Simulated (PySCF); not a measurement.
How the numbers were obtained: shielding tensors at PBE0/pcSseg-1 (GIAO), geometry from GFN2-xTB, in PySCF 2.14 (in vacuum, one computed conformer, relativity neglected, fast rotation and ring inversion assumed for equivalent nuclei).

δ = σ(ref) − σ, references computed at the same level: $^{1}$H, $^{13}$C vs TMS. Shifts are as computed. Against solution values, carbons near 30 ppm lie about +3 ppm off and those near 130 ppm about +5 ppm (rms about the fit 2.1 ppm; single classes can miss by 10 ppm). Of 1328 compounds with measured shifts, 309 miss one by over three times the rms of a fit or turn the order of signals round; such compounds aren't used in these exercises. Signals without a measured value on file couldn't be tested in this way; 1H shifts scatter by 0.2 ppm about their fit, and single ones miss by 0.5 ppm. OH and NH positions are gas-phase values without hydrogen bonding to other molecules.

(1) Order these molecules by the shift of their most shielded carbon, lowest δ first.
A. CCCc1ncno1
B. OCC1=CCC1
C. COc1ccn(C)n1

(2) Order these molecules by the shift of their most deshielded carbon, lowest δ first.
A. CC1=COCC1
B. COc1ccn(C)n1
C. CCCc1ncno1
D. OCC1=CCC1

(3) How many $^{13}$C and $^{1}$H signals does each give (equivalence by symmetry and fast rotation, but not about amide C–N or C=N bonds)? `CC1=COCC1`, `COc1ccn(C)n1`, `CCCc1ncno1`, `OCC1=CCC1`

Answers

(1) A (15.2 ppm, methyl carbon), B (28.3 ppm, allylic sp3 CH2), C (39.2 ppm, methyl carbon bonded to N).

(2) A (149.1 ppm, alkene carbon bearing oxygen), D (159.3 ppm, fully substituted alkene carbon), B (169.0 ppm, aromatic carbon bearing oxygen), C (187.1 ppm, substituted aromatic carbon next to the ring oxygen).

(3) CC1=COCC1: 5 C, 4 H; COc1ccn(C)n1: 5 C, 4 H; CCCc1ncno1: 5 C, 4 H; OCC1=CCC1: 5 C, 5 H.
